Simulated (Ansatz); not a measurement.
Basis-set extrapolation for `BB(O)S` (PBE0-D4/def2-TZVP geometry, frozen core, the Gaussian-basis code of Ansatz). Multiplicity 1, RHF reference.

```csv
,def2-TZVPP,def2-QZVPP
HF,-524.201200,-524.218418
MP2 correlation,-0.611964,-0.659861
CCSD(T) correlation,-0.679530,not run
```

Energies in hartree. Use E(X) = E(∞) + A·exp(−7.88·√X) for Hartree–Fock and E(X) = E(∞) + B·X^(−2.97) for correlation, with X = 3 and 4, and add CCSD(T) minus MP2 of the smaller set to the MP2 limit.

Problem. What is the CCSD(T) energy at the basis-set limit?

Solution. HF limit: -524.218418 + (-0.017218) × 0.13774 = -524.22079. MP2 limit: -0.659861 + (-0.047897) × 0.74074 = -0.69534. Higher-order term: -0.679530 − (-0.611964) = -0.06757. Total: -524.98370 hartree, 270.3 kJ/mol below CCSD(T)/def2-TZVPP.
